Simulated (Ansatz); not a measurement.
Ga₁₂N₁₂ (started as a model of: (GaN)12 cage of four- and six-membered rings). Charge 0, multiplicity 1. Geometry PBE-D4/def2-SVP, basis def2-TZVP, Ansatz.

```xyz
24

Ga    1.931    1.580    3.377
Ga    3.232    2.348    1.290
Ga    2.407   -0.427    1.806
Ga   -0.474    0.117    1.885
Ga    0.694    2.786    0.996
Ga    1.575    0.720   -0.890
Ga    0.308   -1.914   -0.188
Ga   -2.688   -1.418    0.058
Ga   -1.408    1.076   -0.807
Ga   -0.413   -0.941   -2.860
Ga   -3.319   -0.910   -2.405
Ga   -1.844   -3.018   -2.261
N     1.840    3.243    2.449
N     3.603    0.899    2.471
N     0.952   -0.040    3.093
N    -0.848    1.724    0.890
N     2.151    2.401   -0.289
N     1.906   -0.918    0.067
N    -1.098   -1.473    1.052
N    -3.095    0.262   -0.909
N     0.040    0.668   -2.009
N    -0.008   -2.623   -1.896
N    -3.412   -2.578   -1.270
N    -2.032   -1.564   -3.650
```

| run | HOMO (eV) | LUMO (eV) |
| --- | --- | --- |
| A | -5.70 | -4.44 |
| B | -6.74 | -3.70 |
| C | -5.50 | -4.56 |
| D | -6.58 | -3.76 |

Single mean-field runs in def2-TZVP are fitted with def2-universal-jkfit. Another isomer (singlet) lies 4.21 eV lower at PBE0-D4/def2-TZVP; other spin states weren't run for this one.

**Question.** The runs used PBE, PBE0, r2SCAN, r2SCAN0. Estimate which is which.

**Answer.** A r2SCAN (0 % exact exchange); B r2SCAN0 (25 % exact exchange); C PBE (0 % exact exchange); D PBE0 (25 % exact exchange). Exact exchange lowers occupied and raises empty levels; among semilocal functionals meta-GGAs tend to open the gap a little, and such runs are hard to tell apart. The gap grows from 0.94 eV (PBE) to 3.04 eV (r2SCAN0).
